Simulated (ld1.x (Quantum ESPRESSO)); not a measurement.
Ca (Z = 20), ultrasoft: configuration errors across variants

calcium, ultrasoft, made with ld1.x (Quantum ESPRESSO) 7.5 (PBE, scalar-relativistic). Core [Ne], reference 3s2 3p6 3d0 4s0 4p0 (charge +2). Waves: 3s (bound): rcut 1.50, rcutus 1.85 bohr; 4s (bound, empty): rcut 1.50, rcutus 1.85 bohr; 3p (bound): rcut 1.65, rcutus 2.10 bohr; 4p (bound, empty): rcut 1.65, rcutus 2.10 bohr; 3d (bound, empty): rcut 1.50, rcutus 1.90 bohr; 3d channel at 1.55 Ry: rcut 1.50, rcutus 1.90 bohr. Local part: all-electron potential smoothed inside 2.10 bohr (lloc = -1). Core correction: none. Augmentation charge: PSQ, inside the norm-conserving radii.

All-electron excitation energies from the reference (eV): (1) 3s2 3p6 3d0 4s2 4p0 -18.130; (2) 3s2 3p6 3d0 4s1 4p0 -11.821; (3) 3s2 3p6 3d0 4s1.5 4p0 -15.626; (4) 3s2 3p6 3d0 4s0 4p2 -13.179; (5) 3s2 3p6 3d0 4s0 4p1 -8.773; (6) 3s2 3p6 3d0.5 4s1.5 4p0 -17.077; (7) 3s2 3p6 3d1 4s0 4p0 -10.442.

The overlap operator is not positive definite (basis up to 400 Ry) in “base”, “local potential all-electron potential smoothed inside 1.66 bohr (lloc = -1)”, “core correction a·sin(br)/r model core inside 1.70 bohr”, “wave 3d channel at 1.55 Ry: rcut 1.50, rcutus 1.90 bohr becomes 3d channel at 0.3 Ry: rcut 1.50, rcutus 1.90 bohr”, “type PAW; local potential all-electron potential smoothed inside 1.50 bohr (lloc = -2); core correction a·sin(br)/r model core, default radius (ld1.x builds one for every PAW set, though the input has nlcc=.false.)”, “waves 3p (bound): rcut 1.65, rcutus 2.84 bohr; 4p (bound): rcut 1.65, rcutus 2.84 bohr”, “all radii scaled by about 1.05 (s 1.94, p 2.20, d 2.00 bohr, rcut 1.58/1.74/1.58); local potential all-electron potential smoothed inside 2.20 bohr (lloc = -1)”, “waves 3s (bound): rcut 1.50, rcutus 1.72 bohr; 4s (bound): rcut 1.50, rcutus 1.72 bohr”. Such files are unfit for use, however small their errors in these radial tests.

1 further variants failed, have other tests or too few solved ones, and are left out.

Errors AE − PS in meV (a dash: test not solved or not reliable):

| change | (1) | (2) | (3) | (4) | (5) | (6) | (7) | bound ghosts |
| --- | --- | --- | --- | --- | --- | --- | --- | --- |
| base | -5.6 | -1.4 | -3.4 | +10 | +3.6 | -0.8 | +13 | not determined (overlap not positive) |
| local potential all-electron potential smoothed inside 1.66 bohr (lloc = -1) | -4.0 | -1.7 | -2.9 | – | – | – | – | not determined (overlap not positive) |
| core correction a·sin(br)/r model core inside 1.70 bohr | -5.6 | -1.4 | -3.4 | +10 | +3.6 | -0.8 | +13 | not determined (overlap not positive) |
| wave 3d channel at 1.55 Ry: rcut 1.50, rcutus 1.90 bohr becomes 3d channel at 0.3 Ry: rcut 1.50, rcutus 1.90 bohr | -5.6 | -1.4 | -3.4 | +10 | +3.6 | 0.0 | +15 | not determined (overlap not positive) |
| type PAW; local potential all-electron potential smoothed inside 1.50 bohr (lloc = -2); core correction a·sin(br)/r model core, default radius (ld1.x builds one for every PAW set, though the input has nlcc=.false.) | 0.0 | +0.3 | +0.2 | – | – | – | – | not determined (overlap not positive) |
| waves 3p (bound): rcut 1.65, rcutus 2.84 bohr; 4p (bound): rcut 1.65, rcutus 2.84 bohr | -25 | -8.2 | -17 | – | – | – | – | not determined (overlap not positive) |
| all radii scaled by about 1.05 (s 1.94, p 2.20, d 2.00 bohr, rcut 1.58/1.74/1.58); local potential all-electron potential smoothed inside 2.20 bohr (lloc = -1) | -18 | -5.2 | -12 | -0.7 | -1.2 | -13 | +12 | not determined (overlap not positive) |
| waves 3s (bound): rcut 1.50, rcutus 1.72 bohr; 4s (bound): rcut 1.50, rcutus 1.72 bohr | -1.3 | +0.2 | -0.4 | +16 | +5.0 | +1.9 | +12 | not determined (overlap not positive) |

(1) Give the same row for: waves 3d (bound): rcut 1.30, rcutus 1.38 bohr; 3d channel at 1.55 Ry: rcut 1.30, rcutus 1.38 bohr.

Results:

(1) -5.6, -1.4, -3.4, +10, +3.6, -3.0, +9.5; bound ghosts: not determined (overlap not positive). Its overlap operator is not positive definite in a basis up to 400 Ry (lowest eigenvalue s -0.98), so the file is unfit for use: the generalised eigenproblem breaks down once the basis is large enough, and its test numbers describe a broken file.
